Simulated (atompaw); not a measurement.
Mo: one change to a PAW (atompaw) potential, before and after

atompaw 4.2.0.5 input, output lines left out:

```
Mo 42
LDA-PW scalarrelativistic loggrid 1500 logderivrange -3 5 201
5 5 4 0 0 0
5 0 0
5 1 0
4 2 5
0 0 0
c
c
c
c
v
c
c
c
v
c
v
2
2.80 2.50 2.40 2.70
y
3.75
n
y
0.85
n
y
0.3
n
custom polynom2 7 10 vanderbiltortho besselshape
bessel
2.80
2.80
2.80
2.80
2.80
2.80
```

All-electron outer shells of the reference configuration (LDA (PW92), scalar-relativistic, ld1.x):

| shell | level (eV) | outermost node (bohr) | outermost maximum (bohr) |
| --- | --- | --- | --- |
| 4p | -45.46 | 0.52 | 1.06 |
| 4d | -10.66 | 0.53 | 1.38 |
| 5s | -10.14 | 1.34 | 2.79 |
| 5p | -6.07 | 1.53 | 3.49 |

Change: reference 4d3 5s0 5p0.

Cutoffs: the cutoffs (Ry, on a coarse ladder) from which the occupation-weighted sum of valence levels, in a spherical-Bessel basis at the reference potential, stays within 10 and 1 mRy of its value at 400 Ry; they do not see the model core or the augmentation charge, which bear on the density cutoff.

Task: What does the change do?

Result: The potential gets softer (25 Ry and 50 Ry → 21 Ry and 40 Ry); the range in which the s phases agree narrows (upper end 4.3 → 2.4); the range in which the d phases agree widens (upper end 1.4 → 2.9); neither file shows a bound ghost.

```tsv
quantity	base	changed
cutoff, loose	25 Ry	21 Ry
cutoff, tight	50 Ry	40 Ry
bound ghosts	none	none
s: phases at 2.81 bohr within 0.05 rad from the reference energy up to (Ry; the scan ends near 5)	4.3	2.4
p: phases at 2.81 bohr within 0.05 rad from the reference energy up to (Ry; the scan ends near 5)	2.3	2.9
d: phases at 2.81 bohr within 0.05 rad from the reference energy up to (Ry; the scan ends near 5)	1.4	2.9
lowest overlap eigenvalue by channel	s 0.78, p 1.00, d 0.94	s 0.65, p 0.97, d 0.98
```

 The cutoffs see the waves, projectors and local potential, not the compensation charge or the core.
